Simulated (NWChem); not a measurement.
Molecule: C2HAlN2O2; SMILES O=C=[N][AlH][N]=C=O

```xyz
8

Al    -1.1411     0.0067     0.0000
H     -2.7150     0.0092     0.0000
N     -0.2180     0.0061    -1.5207
C      0.4094     0.0005    -2.5601
O      1.0172    -0.0050    -3.5728
N     -0.2180     0.0061     1.5207
C      0.4094     0.0005     2.5601
O      1.0172    -0.0050     3.5728
```
Atoms are numbered in this order, from 1.

Program: NWChem. Structure relaxed at the PBE-D3(BJ)/def2-SVP level. Atomic charges in e: unrestrained fits to the electrostatic potential beside Mulliken populations; buried atoms are poorly determined by the fit.

Problem. Estimate the computed values for B3LYP/def2-SVP. Quantities: ESP Al1; Mulliken Al1; ESP N3; Mulliken N3; ESP C4; Mulliken C4; ESP O5; Mulliken O5; ESP N6; Mulliken N6; relative RMS misfit of the potential (%).

Solution. The ESP Al1 is 1.05. The Mulliken Al1 comes out as 0.76. The ESP N3 comes out as -0.68 and the Mulliken N3 is -0.24. The ESP C4 comes out as 0.68 and the Mulliken C4 comes out as 0.07. The ESP O5 comes out as -0.40 and the Mulliken O5 is -0.13. The ESP N6 comes out as -0.68, the Mulliken N6 is -0.24 and the relative RMS misfit of the potential (%) is 24.
